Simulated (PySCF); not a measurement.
A calculated (PBE, PySCF 2.14, ANO-RCC-VTZP, the spin-free X2C one-electron Hamiltonian (Gaussian nucleus)) atom or ion has these occupied shells.

```
shell  electrons  orbital energy (eV)  rms radius, mean of both spins (bohr)
 1s α          1             -78137.6                                 0.0194
 1s β          1             -78137.6                                 0.0194
 2s α          1             -13738.3                                 0.0782
 2s β          1             -13738.2                                 0.0782
 2p α          3             -11961.2                                 0.0715
 2p β          3             -11961.1                                 0.0715
 3s α          1              -3238.0                                  0.200
 3s β          1              -3238.0                                  0.200
 3p α          3              -2717.3                                  0.202
 3p β          3              -2717.3                                  0.202
 3d α          5              -2128.9                                  0.184
 3d β          5              -2128.8                                  0.184
 4s α          1              -704.88                                  0.441
 4s β          1              -704.74                                  0.441
 4p α          3              -532.95                                  0.470
 4p β          3              -532.82                                  0.470
 4d α          5              -317.95                                  0.504
 4d β          5              -317.79                                  0.504
 5s α          1              -113.19                                   1.01
 5s β          1              -112.13                                   1.01
 4f α          7              -81.953                                  0.570
 4f β          7              -81.713                                  0.570
 5p α          3              -68.073                                   1.17
 5p β          3              -66.726                                   1.17
 5d α          5              -17.268                                   1.75
 5d β          3              -15.827                                   1.75
 6s α          1              -14.609                                   2.80
```

Q: Name the element and its charge.

A: Pt⁺ (platinum, charge +1), in [Xe] 4f14 5d8 6s1, high-spin 4F determinant (an excited configuration).
